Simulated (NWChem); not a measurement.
BiHTeCl2; SMILES [Cl][Bi]([Cl])[TeH]

```xyz
5

Bi    -0.0048     0.7573     0.4585
Cl    -2.0231     1.0657    -0.9335
Cl     1.7487     1.5978    -1.0789
Te     0.0692    -2.0376    -0.0896
H      1.4654    -2.1766     0.8120
```
Atoms are numbered in this order, from 1.

Program: NWChem. Coordinates come from a PBE0/def2-SVP optimisation. def2 effective core potentials on Te, Bi; no spin-orbit coupling.

**Question.** Estimate the computed values for LC-wPBE (HJS exchange hole, range parameter 0.4 per bohr)/def2-SVP. Quantities: highest occupied level (eV); orbital gap (eV); dipole (D).

**Answer.** 
```yaml
highest occupied level (eV): -9.35
orbital gap (eV): 8.87
dipole (D): 4.18
```
